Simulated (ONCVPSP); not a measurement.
# Pb: one change to an ONCV potential, before and after

ONCVPSP 4.0.1 input, shortened (lines: element, Z, core and valence counts, functional; n l f; lmax; l rc ep ncon nbas qcut; lloc lpopt rc5 dvloc0; l nproj debl; icmod fcfact rcfact), PBE, scalar-relativistic:

```
  Pb 82.00   12    3        4      upf
    1    0    2.00
    2    0    2.00
    2    1    6.00
    3    0    2.00
    3    1    6.00
    3    2   10.00
    4    0    2.00
    4    1    6.00
    4    2   10.00
    4    3   14.00
    5    0    2.00
    5    1    6.00
    5    2   10.00
    6    0    2.00
    6    1    2.00
    2
    0    1.80    0.00    4    8    3.00
    1    2.55    0.00    4    7    3.80
    2    1.95    0.00    4    9    9.00
    4    5    1.55    0.00
    0    2    3.50
    1    2    3.30
    2    2    1.00
    2    0.70    1.10
```

All-electron outer shells of the reference configuration (PBE, scalar-relativistic, ld1.x):

```csv
shell,level (eV),outermost node (bohr),outermost maximum (bohr)
4f,-132.89,–,0.35
5p,-85.83,0.49,0.88
5d,-21.18,0.52,1.07
6s,-12.04,1.01,1.95
6p,-3.50,1.18,2.67
```

Change: all radii but the core radius scaled by about 1.20 (s 2.16, p 3.06, d 2.34 bohr); local potential polynomial inside 1.86 bohr (lpopt 5, dvloc0 0 Ha).

Cutoffs: the cutoffs (Ha) at which the residual kinetic energy of the hardest occupied pseudo-wave falls to 1 and 0.1 mHa per electron; they do not see the model core or the augmentation charge, which bear on the density cutoff. Errors are all-electron minus pseudo energies relative to the spin-unpolarised reference configuration.

Question: Predict the effect on cutoff, ghosts and configuration errors.

Answer: The potential gets neither clearly harder nor softer (25 Ha and 35 Ha → 22 Ha and 35 Ha); the d channel sets the loose cutoff, while the largest relative change is in s, which becomes harder; the lowest positive-energy flag moves from s at 3.8 eV to s at 62.7 eV; the number of tests with a reliable result goes from 3 to 4; of the 3 tests that both files solve, the error grows in 2 and shrinks in 1 by more than 15 % and 0.3 meV (median size 9.9 → 17.1 meV); neither file shows a bound ghost.

| quantity | base | changed |
| --- | --- | --- |
| cutoff, loose | 25 Ha | 22 Ha |
| cutoff, tight | 35 Ha | 35 Ha |
| loose cutoff by channel | s 12 Ha, p 5.1 Ha, d 25 Ha | s 17 Ha, p 4.2 Ha, d 22 Ha |
| bound ghosts | none | none |
| GHOST(+) flags under 300 eV | s at 3.8 eV, p at 70.4 eV | s at 62.7 eV, p at 106.0 eV |
| tests with a reliable result | 3 of 4 | 4 of 4 |
| error for 5d10 6s2 6p1, meV [ΔE 6.58 eV] | -3.1 | -3.8 |
| error for 5d10 6s2 6p0, meV [ΔE 20.02 eV] | -9.9 | -17 |
| error for 5d9 6s2 6p2, meV [ΔE 27.16 eV] | -116 | -65 |
| rms error of d²Exc/dni dnj with the model core, mHa | 0.63 | 0.67 |
